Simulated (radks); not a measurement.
Species: Br19+. Configuration: [Ne] 3s2 3p4 (the NIST ground configuration).

All-electron calculation, Dirac Kohn-Sham, PBE, spin-unpolarised, spherical densities, finite nucleus; open shells fill j = l - 1/2 first; Fermi nuclear charge, rms radius 4.1629 fm. Program: a radial shooting solver on a logarithmic mesh with Libxc functionals.

Energy parts (eV):
part                       energy
total                  -65333.937
kinetic                 67175.409
electron-nucleus      -144866.962
Hartree                 14208.671
exchange-correlation    -1851.054

Orbitals (lengths in bohr, moments of r in powers of bohr; r(max) is where P^2 peaks):
[
 {"orbital": "1s1/2", "occ.": "2", "eigenvalue (eV)": "-14073.44", "r(max)": "0.02791"},
 {"orbital": "2s1/2", "occ.": "2", "eigenvalue (eV)": "-2479.633", "r(max)": "0.1587"},
 {"orbital": "2p1/2", "occ.": "2", "eigenvalue (eV)": "-2312.274", "r(max)": "0.1248"},
 {"orbital": "2p3/2", "occ.": "4", "eigenvalue (eV)": "-2264.063", "r(max)": "0.1280"},
 {"orbital": "3s1/2", "occ.": "2", "eigenvalue (eV)": "-855.7113", "r(max)": "0.4477"},
 {"orbital": "3p1/2", "occ.": "2", "eigenvalue (eV)": "-798.5634", "r(max)": "0.4309"},
 {"orbital": "3p3/2", "occ.": "2", "eigenvalue (eV)": "-788.3612", "r(max)": "0.4371"}
]

The highest occupied level is 3p3/2 at -788.36 eV. For comparison, the ionisation energy in NIST's Atomic Spectra Database is 810 eV (semi-empirical). In exact Kohn-Sham theory the highest level is minus the ionisation energy, but local and semilocal functionals leave it too shallow, through self-interaction and a potential that decays too fast; potentials with the right tail come closer. Summed over all electrons, <r^2> = 1.830 bohr^2, which gives a Langevin (diamagnetic) susceptibility term of -1.45 x 10^-6 cm^3/mol. The density falls to 0.001 e/bohr^3 at r = 1.27 bohr. The electron density at the nucleus is 4.462e+04 e/bohr^3.

Beside tabulated values, note that spin-unpolarised runs miss the spin-polarisation part of the exchange energy of open shells.
